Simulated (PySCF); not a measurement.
**input.py for CdS**

File input.py (PySCF 2.14):

```python
from pyscf import gto, dft

mol = gto.M(
    atom='Cd 0 0 0; S 0 0 2.329',
    basis='def2-svp',
    ecp={'Cd': 'def2-svp'},
    charge=0,
    spin=0,
    verbose=4,
)
mf = dft.RKS(mol, xc='b3lyp')
mf.kernel()
mf.mulliken_pop()
mf.dip_moment()
print('orbital energies (hartree):', mf.mo_energy[..., max(0, mol.nelec[1]-3):mol.nelec[0]+3].round(4))
```

```bash
$ OMP_NUM_THREADS=1 python input.py
```

The log (some set-up lines and the per-cycle HOMO/LUMO lines with their warnings removed):

```
PySCF version 2.14.0

[INPUT] Symbol           X                Y                Z      unit          X                Y                Z       unit  Magmom
[INPUT]  1 Cd     0.000000000000   0.000000000000   0.000000000000 AA    0.000000000000   0.000000000000   0.000000000000 Bohr   0.0
[INPUT]  2 S      0.000000000000   0.000000000000   2.329000000000 AA    0.000000000000   0.000000000000   4.401172144112 Bohr   0.0

nuclear repulsion = 72.7079036042937
number of shells = 19
number of NR pGTOs = 93
number of NR cGTOs = 49
basis = def2-svp
ecp = {'Cd': 'def2-svp'}

******** <class 'pyscf.dft.rks.RKS'> ********
method = RKS
initial guess = minao
damping factor = 0
level_shift factor = 0
DIIS = <class 'pyscf.scf.diis.CDIIS'>
SCF conv_tol = 1e-09
SCF max_cycles = 50
XC functionals = b3lyp

grids dens level: 3
Initial guess from minao.
tot grids = 41272
init E= -551.826542331588

cycle= 1 E= -564.415747350515  delta_E= -12.6  |g|= 2.04  |ddm|= 4.62
cycle= 2 E= -541.008094655894  delta_E= 23.4  |g|= 7.77  |ddm|= 10.7
cycle= 3 E= -565.423422357965  delta_E= -24.4  |g|= 0.939  |ddm|= 9.39
cycle= 4 E= -564.701553439698  delta_E= 0.722  |g|= 1.48  |ddm|= 3.34
cycle= 5 E= -565.807250259059  delta_E= -1.11  |g|= 0.208  |ddm|= 2.67
cycle= 6 E= -565.823832723911  delta_E= -0.0166  |g|= 0.138  |ddm|= 0.516
cycle= 7 E= -565.823907828074  delta_E= -7.51e-05  |g|= 0.0888  |ddm|= 0.114
cycle= 8 E= -565.827200257698  delta_E= -0.00329  |g|= 0.0227  |ddm|= 0.11
cycle= 9 E= -565.827413987553  delta_E= -0.000214  |g|= 0.00153  |ddm|= 0.033
cycle= 10 E= -565.82741462753  delta_E= -6.4e-07  |g|= 0.000659  |ddm|= 0.00267
cycle= 11 E= -565.827414817879  delta_E= -1.9e-07  |g|= 8.05e-05  |ddm|= 0.0012
cycle= 12 E= -565.827414820892  delta_E= -3.01e-09  |g|= 3.02e-05  |ddm|= 0.000293
cycle= 13 E= -565.827414821254  delta_E= -3.63e-10  |g|= 9e-07  |ddm|= 4.09e-05
Extra cycle  E= -565.827414821252  delta_E= 2.27e-12  |g|= 2.14e-06  |ddm|= 4.09e-06
converged SCF energy = -565.827414821252
 ** Mulliken pop  **
pop of  0 Cd 4s          -0.38825
pop of  0 Cd 5s           1.71163
pop of  0 Cd 6s           0.67925
pop of  0 Cd 7s           1.00595
pop of  0 Cd 8s           0.23126
pop of  0 Cd 4px          1.99218
pop of  0 Cd 4py          1.99218
pop of  0 Cd 4pz          1.99164
pop of  0 Cd 5px          0.06417
pop of  0 Cd 5py          0.06417
pop of  0 Cd 5pz          0.04498
pop of  0 Cd 6px          0.14204
[37 lines left out]
 ** Mulliken atomic charges  **
charge of    0Cd =      0.30148
charge of    1S =     -0.30148
Dipole moment(X, Y, Z, Debye):  0.00000, -0.00000, -5.08405
orbital energies (hartree): [-0.3035 -0.217  -0.217  -0.1596 -0.032  -0.032 ]
```

In short: E(SCF) = -565.827415 Eh, 13 cycles, μz(SCF) = -5.08 D.

Run time: 2.4 s on 1 thread of Arm Neoverse V1 (shared host), peak memory 0.19 GiB.

Stability towards an unrestricted solution was not tested. The bond length is a typed value, not an optimised one.
